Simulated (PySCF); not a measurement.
**Polarisability and C₆ of Bi⁻ (bismuth, charge -1)**

[Xe] 4f14 5d10 6s2 6p4, high-spin 3P determinant. Computed with PySCF 2.14 in def2-QZVPPD with the def2 core potential (60 electrons) (8s6p5d4f1g, 88 functions), with a scalar-relativistic core potential. Coupled (time-dependent) response in atomic units; α is the mean over directions.

| method | mean α (bohr³) | α xx, yy, zz | C₆ (like pair) | S(−4) |
| --- | --- | --- | --- | --- |
| UHF | 121.0 | 102.8, 157.4, 102.8 | 1928 | 7569 |

S(−4) is the Cauchy moment in α(ω) = α(0) + S(−4) ω² + …

Spin-orbit coupling is absent.

α(iu) at UHF:

| u (hartree) | α(iu) (bohr³) |
| --- | --- |
| 0 | 121.0 |
| 0.0500 | 106.7 |
| 0.100 | 84.44 |
| 0.200 | 52.53 |
| 0.300 | 35.18 |
| 0.500 | 19.17 |
| 0.750 | 11.25 |
| 1.00 | 7.647 |
| 1.50 | 4.447 |
| 2.00 | 3.016 |
| 3.00 | 1.697 |
| 5.00 | 0.7602 |

A single London oscillator, α(iu) = α/(1 + u²/ω²), gives C₆ = (3/4) ω α². Matching the computed C₆ needs ω = 4 × 1928 / (3 × 121.0²) = 0.176 hartree.

For an ion, C₆ is the dispersion term alone; charge-induced terms of lower order in 1/R come first.

The components differ because the open shell of this determinant is not spherical; for a pure term their mean is the scalar polarisability.

Energies and moments cover only the electrons outside the core potential. Spin-orbit coupling is strong in this species (close to jj coupling), so the high-spin LS determinant is a model state, not a physical level.
